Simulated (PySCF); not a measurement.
All values below come from M06-2X/def2-TZVP // PBE0-D3(BJ)/def2-TZVP run with PySCF. Isolated molecules, 0 K electronic values unless said otherwise. One relaxed conformer stands for a flexible species; it need not be the lowest. Excitations are Tamm–Dancoff values on a coarser integration grid. The basis has no diffuse functions, so Rydberg states are missing or too high.

Reference species (SMILES): `SC=C=C` (neutral, multiplicity 1).

```yaml
S1 excitation (TDA): 4.59 eV
S1–T1 gap (TDA): 0.29 eV
```

Changed species: `S=C1CC1`.

Question: Predict the effect on the S1 excitation (TDA) and S1–T1 gap (TDA).

Answer: the S1 excitation (TDA) drops by 2.48 eV, to 2.11 eV; the S1–T1 gap (TDA) increases by 0.10 eV, to 0.39 eV.
